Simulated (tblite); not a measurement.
Compound: C4HF3O (charge -1 and doublet state).
Atom-mapped SMILES: `[O-:1]/[C:2]=[CH:3]/[C:4]([F:5])=[C:6]([F:7])[F:8]` (hydrogens: H9 on C3)

Structure optimised with GFN2-xTB, isolated species. This method treats the open shell by occupation alone, without spin polarisation.

(1) What internal coordinates does the optimisation give?

Results:

(1) 
```
 bond  length (Å)   order
O1–C2       1.236  single
C2=C3       1.368  double
C3–C4       1.408  single
C4–F5       1.370  single
C4=C6       1.349  double
C6–F7       1.363  single
C6–F8       1.365  single
C3–H9       1.096  single
```

Orders are formal, as drawn. A selection of angles:
```
   angle  degrees
O1–C2–C3    135.8
C2–C3–C4    122.3
C2–C3–H9    123.2
C4–C3–H9    114.6
C3–C4–F5    118.2
C3–C4–C6    127.5
F5–C4–C6    114.3
C4–C6–F7    124.4
C4–C6–F8    126.4
F7–C6–F8    109.2
```

Dihedral angles: O1–C2–C3–C4 180° (antiperiplanar); C2–C3–C4–F5 0° (synperiplanar); C3–C4–C6–F7 -1° (synperiplanar).

C4 (carbon bonded to 2 C and F) is planar (angles 127.5°, 118.2° and 114.3°, sum 360.0°, 0.00 Å off the plane of its three neighbours). C2 (carbon bonded to C and O) is bent (angle 135.8°). C3 (carbon bonded to 2 C and H) is planar (angles 123.2°, 122.3° and 114.6°, sum 360.0°, 0.00 Å off the plane of its three neighbours). The C–C distances run from 1.349 Å (C4=C6, drawn double) to 1.408 Å (C3–C4, drawn single), a spread of 0.059 Å. Of the pairs four or more bonds apart, F7···H9 is among the closest relative to their van der Waals radii: 2.65 Å, 99 % of the sum of Bondi's values. C6 (carbon bonded to C and 2 F) is planar (angles 126.4°, 124.4° and 109.2°, sum 360.0°, 0.00 Å off the plane of its three neighbours). The 8 heavy atoms lie in one plane (0.002 Å rms).

Point group: Cs (every atom within 0.08 Å of its image). Its GFN2-xTB frequencies are all real (lowest 92 cm⁻¹). Whether the extra electron is bound in the gas phase wasn't checked; a finite basis holds it in any case.

One conformer stands for the species.

These are computed values.
